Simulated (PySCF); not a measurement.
Job for PySCF: R-HF/STO-3G on ammonia borane (SMILES [BH3-][NH3+]), a point of a bond scan (R = 1.812 Å).

```python
from pyscf import gto, scf, dft, mp
from pyscf.data.elements import chemcore

mol = gto.M(
    atom='''
    B    -0.92028643    0.13156152   -0.01951483
    N     0.72087107   -0.10305367    0.01528619
    H    -1.52682890   -0.99868129   -1.29975978
    H    -1.06228529    1.29862046   -0.29795625
    H    -1.29883588   -0.14977972    1.09281033
    H     0.94520012   -1.06717851    0.24390556
    H     1.15844162    0.49379687    0.71129516
    H     1.13746216    0.11004268   -0.88647256
    ''',
    basis='sto-3g',
    charge=0, spin=0, verbose=3, max_memory=1800)
mf = scf.RHF(mol)
mf.conv_tol = 1e-8
mf.max_cycle = 100
mf.kernel()
if not mf.converged:
    mf = mf.newton().run(mf.mo_coeff, mf.mo_occ)
```

Problem. What total energy does the run end on?

Solution. -81.4713 hartree.
